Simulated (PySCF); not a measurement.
**As⁺ (arsenic, charge +1): r2SCAN calculation**

Configuration: [Ar] 3d10 4s2 4p2, high-spin 3P determinant. Computed with PySCF 2.14 in 6-31G* (5s4p3d, 32 functions), with no relativity, point nucleus.

```json
{
  "Total energy": "-2235.136 hartree",
  "One-electron energy": "-3100.986 hartree",
  "Hartree (Coulomb) energy": "948.559 hartree",
  "Exchange-correlation energy": "-82.709 hartree",
  "Kinetic energy": "2232.02200 hartree",
  "⟨S²⟩": "2.0038",
  "⟨L²⟩": "2.013",
  "Sum of ⟨r⟩": "21.68 bohr",
  "Sum of ⟨r²⟩": "29.99 bohr²",
  "Traceless quadrupole moment −½Σ⟨3z² − r²⟩ along its main axis": "2.29 e·bohr²",
  "Density at the nucleus (Gaussians lack the cusp)": "23300 bohr⁻³",
  "Spin density at the nucleus": "-0.0421 bohr⁻³",
  "Langevin diamagnetic susceptibility": "-23.8 ×10⁻⁶ cm³/mol",
  "Time after the integrals": "0.66 s of wall time on 1 thread of Neoverse-V1 (shared host)"
}
```

```tsv
shell	electrons	mean orbital energy (hartree)	spread (hartree)	rms radius, mean of both spins (bohr)
1s α	1	-425.63608	0	0.0537
1s β	1	-425.63156	0	0.0537
2s α	1	-54.05681	0	0.224
2s β	1	-54.05646	0	0.224
2p α	3	-48.31626	0.00301	0.198
2p β	3	-48.31306	0.00643	0.198
3s α	1	-7.34333	0	0.651
3s β	1	-7.33932	0	0.651
3p α	3	-5.37791	0.01556	0.672
3p β	3	-5.37301	0.02014	0.672
3d α	5	-1.93323	0.01403	0.759
3d β	5	-1.92506	0.02103	0.759
4s α	1	-0.89150	0	2.04
4s β	1	-0.80530	0	2.04
4p α	2	-0.53393	0	2.45
```
